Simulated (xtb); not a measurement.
C₂H₇Si, doublet, from a rough starting geometry; GFN2-xTB in xtb.

The xtb input:
```
$ xtb mol.xyz --gfn 2 --uhf 1 --opt vtight --json

# file mol.xyz
10

C     -1.59262820     0.22184048     0.17516806
Si    -0.02233189    -0.96153943     0.25596063
C      1.56905879     0.13323666    -0.03659666
H     -1.57299948     0.83758051    -0.68338993
H     -2.42213305    -0.37331211     0.15937870
H     -1.65306482     0.84285059     1.06550756
H     -0.07104731    -1.96570732    -0.65179046
H      1.72356626     0.43312789    -1.06379246
H      2.45761394    -0.38658066     0.27716667
H      1.50102990     1.12161323     0.56123983
```

What the program printed (banner, timings and long lists left out):

```
   ID    Z sym.   atoms
    1    6 C      1, 3
    2   14 Si     2
    3    1 H      4-10

           -------------------------------------------------
          |                Calculation Setup                |
           -------------------------------------------------

           -------------------------------------------------
          |                 G F N 2 - x T B                 |
           -------------------------------------------------

          ...................................................
          :                      SETUP                      :
          :.................................................:
          :  # basis functions                  25          :
          :  # atomic orbitals                  24          :
          :  # shells                           14          :
          :  # electrons                        19          :
          :  max. iterations                   250          :
          :  Hamiltonian                  GFN2-xTB          :
          :  restarted?                      false          :
          :  GBSA solvation                  false          :
          :  PC potential                    false          :
          :  electronic temp.          300.0000000     K    :
          :  accuracy                    1.0000000          :
          :  -> integral cutoff          0.2500000E+02      :
          :  -> integral neglect         0.1000000E-07      :
          :  -> SCF convergence          0.1000000E-05 Eh   :
          :  -> wf. convergence          0.1000000E-03 e    :
          :  Broyden damping             0.4000000          :
          :  net charge                          0          :
          :  unpaired electrons                  1          :
          ...................................................

 iter      E             dE          RMSdq      gap      omega  full diag
   1     -9.6229180 -0.962292E+01  0.363E+00    3.16       0.0  T
   2     -9.6385772 -0.156593E-01  0.182E+00    3.12       1.0  T
   3     -9.6391592 -0.581941E-03  0.889E-01    3.16       1.0  T
   4     -9.6392326 -0.734586E-04  0.239E-01    3.20       1.0  T
   5     -9.6393145 -0.818731E-04  0.228E-01    3.20       1.0  T
   6     -9.6393383 -0.237391E-04  0.423E-02    3.20       1.0  T
   7     -9.6393395 -0.124386E-05  0.269E-02    3.20       1.2  T
   8     -9.6393398 -0.259514E-06  0.487E-03    3.20       6.5  T
   9     -9.6393398 -0.140515E-07  0.190E-03    3.20      16.7  T
  10     -9.6393398 -0.839519E-09  0.662E-04    3.20      47.8  T
  11     -9.6393398 -0.153985E-09  0.431E-04    3.20      73.4  T

   *** convergence criteria satisfied after 11 iterations ***

         :::::::::::::::::::::::::::::::::::::::::::::::::::::
         ::                     SUMMARY                     ::
         :::::::::::::::::::::::::::::::::::::::::::::::::::::
         :: total energy              -9.486595316780 Eh    ::
         :: gradient norm              0.135186095511 Eh/a0 ::
         :: HOMO-LUMO gap              3.204123328631 eV    ::
         ::.................................................::
         :: SCC energy                -9.639336998130 Eh    ::
         :: -> isotropic ES            0.011643658233 Eh    ::
         :: -> anisotropic ES          0.001838401648 Eh    ::
         :: -> anisotropic XC          0.005766667682 Eh    ::
         :: -> dispersion             -0.004596189408 Eh    ::
         :: repulsion energy           0.152741681351 Eh    ::
         :: add. restraining           0.000000000000 Eh    ::
         :: total charge               0.000000000000 e     ::
         :::::::::::::::::::::::::::::::::::::::::::::::::::::

      -----------------------------------------------------------
     |                   =====================                   |
     |                        A N C O P T                        |
     |                   =====================                   |
[...]
 * total energy  :    -9.5013694 Eh     change       -0.2312831E-04 Eh
 * total energy  :    -9.5014165 Eh     change       -0.4702245E-04 Eh
 * total energy  :    -9.5014558 Eh     change       -0.3936157E-04 Eh
 * total energy  :    -9.5014860 Eh     change       -0.3019420E-04 Eh
 * total energy  :    -9.5015082 Eh     change       -0.2216676E-04 Eh
 * total energy  :    -9.5015166 Eh     change       -0.8435518E-05 Eh
 * total energy  :    -9.5015226 Eh     change       -0.6000605E-05 Eh
 * total energy  :    -9.5015237 Eh     change       -0.1130434E-05 Eh
 * total energy  :    -9.5015253 Eh     change       -0.1607318E-05 Eh
 * total energy  :    -9.5015256 Eh     change       -0.2878281E-06 Eh
 * total energy  :    -9.5015258 Eh     change       -0.1459901E-06 Eh
 * total energy  :    -9.5015258 Eh     change       -0.1620692E-07 Eh
   *** GEOMETRY OPTIMIZATION CONVERGED AFTER 18 ITERATIONS ***
         :: total energy              -9.501525796646 Eh    ::
[...]
         9        2.0000           -0.3938270             -10.7166
        10        1.0000           -0.2715471              -7.3892 (HOMO)
        11                         -0.1415786              -3.8526 (LUMO)
        12                         -0.1415024              -3.8505
        13                         -0.0990835              -2.6962
        14                         -0.0399671              -1.0876
        15                         -0.0350627              -0.9541
        16                          0.1875754               5.1042
        17                          0.2025129               5.5107
        18                          0.2193466               5.9687
        19                          0.2236370               6.0855
        20                          0.2421051               6.5880
        21                          0.2440036               6.6397
       ...                                ...                  ...
        24                          0.7006885              19.0667
      -------------------------------------------------------------
                  HL-Gap            0.1299684 Eh            3.5366 eV
             Fermi-level           -0.2696250 Eh           -7.3369 eV

     #   Z          covCN         q      C6AA      α(0)
     1   6 C        3.649    -0.186    24.515     7.113
     2  14 Si       2.667     0.339   182.320    29.653
     3   6 C        3.649    -0.186    24.515     7.113
     4   1 H        0.925     0.017     2.776     2.605
     5   1 H        0.925     0.016     2.799     2.616
     6   1 H        0.925     0.024     2.678     2.559
     7   1 H        0.917    -0.081     4.935     3.475
     8   1 H        0.925     0.017     2.776     2.605
     9   1 H        0.925     0.016     2.798     2.616
    10   1 H        0.925     0.024     2.678     2.559

 Mol. C6AA /au·bohr⁶  :       1231.281243
 Mol. C8AA /au·bohr⁸  :      42696.775628
 Mol. α(0) /au        :         62.913894

Wiberg/Mayer (AO) data.
largest (>0.10) Wiberg bond orders for each atom

 ---------------------------------------------------------------------------
     #   Z sym  total        # sym  WBO       # sym  WBO       # sym  WBO
 ---------------------------------------------------------------------------
     1   6 C    3.977 --     5 H    0.995     6 H    0.990     4 H    0.986
                             2 Si   0.906
     2  14 Si   2.744 --     1 C    0.906     3 C    0.906     7 H    0.889
     3   6 C    3.977 --     9 H    0.995    10 H    0.990     8 H    0.986
                             2 Si   0.906
     4   1 H    1.000 --     1 C    0.986
     5   1 H    1.000 --     1 C    0.995
     6   1 H    0.999 --     1 C    0.990
     7   1 H    0.993 --     2 Si   0.889
     8   1 H    1.000 --     3 C    0.986
     9   1 H    1.000 --     3 C    0.995
    10   1 H    0.999 --     3 C    0.990
 ---------------------------------------------------------------------------

Topologies differ in total number of bonds
Writing topology from bond orders to xtbtopo.mol

molecular dipole:
                 x           y           z       tot (Debye)
 q only:        0.009      -0.278       0.241
   full:       -0.005       0.165      -0.133       0.538
molecular quadrupole (traceless):
                xx          xy          yy          xz          yz          zz
 q only:       -1.880      -0.009       0.778       0.135      -0.955       1.101
  q+dip:       -0.533       0.041      -0.236       0.080       0.804       0.769
   full:        0.186       0.012      -0.436       0.012       0.461       0.250

optimized geometry written to: xtbopt.xyz

           -------------------------------------------------
          | TOTAL ENERGY               -9.501525796646 Eh   |
          | GRADIENT NORM               0.000064843124 Eh/α |
          | HOMO-LUMO GAP               3.536621507289 eV   |
           -------------------------------------------------
```
